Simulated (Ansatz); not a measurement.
Ansatz (a first-principles code) input (CCSD(T)/aug-cc-pVDZ):

Ansatz 0.2 input:
```yaml
crystal:
  periodic: [false, false, false]
  atoms:
    - {symbol: B, position_ang: [-0.12939438, -0.05520889, 0.01380780]}
    - {symbol: F, position_ang: [-0.09531372, 1.35103738, -0.02672089]}
    - {symbol: O, position_ang: [-1.18166930, -0.77849732, 0.13336865]}
    - {symbol: O, position_ang: [1.22654528, -0.52198366, -0.10317614]}
    - {symbol: H, position_ang: [1.14578751, -1.47944414, -0.07009104]}
basis:
  gaussian:
    orbitals: aug-cc-pVDZ
total_charge: -1
magnetization: {spin_polarized: false}
correlation: {method: ccsd_t, electrons: outside_noble_gas}
output: {forces: true}
```

End of the output:

```
cycle   7  -19.19516253 eV  change   -5.9e-4 eV  update   5.5e-4
cycle   8  -19.19503532 eV  change    1.3e-4 eV  update   2.5e-4
cycle   9  -19.19491881 eV  change    1.2e-4 eV  update   8.9e-5
cycle  10  -19.19500982 eV  change   -9.1e-5 eV  update   4.0e-5
cycle  11  -19.19496570 eV  change    4.4e-5 eV  update   1.7e-5
cycle  12  -19.19496132 eV  change    4.4e-6 eV  update   7.5e-6
perturbative correction -0.57437261 eV, -0.0211078042 hartree
the calculation of the forces begins
Total energy: -7493.35626240 eV, -275.3757634637 hartree
Atom 0 at    -0.129394    -0.055209     0.013808 Å, force     0.373635    -0.089653    -0.033268 eV/Å
Atom 1 at    -0.095314     1.351037    -0.026721 Å, force     0.072157     0.874243    -0.030059 eV/Å
Atom 2 at    -1.181669    -0.778497     0.133369 Å, force    -0.998217    -0.668387     0.112948 eV/Å
Atom 3 at     1.226545    -0.521984    -0.103176 Å, force     0.579330     0.079688    -0.057381 eV/Å
Atom 4 at     1.145788    -1.479444    -0.070091 Å, force    -0.026905    -0.195891     0.007760 eV/Å
Dipole moment:     0.525198     0.024065    -0.050742 e Å
```

It need not be the lowest isomer of its formula. Whether it binds its extra electron was not tested at this geometry.
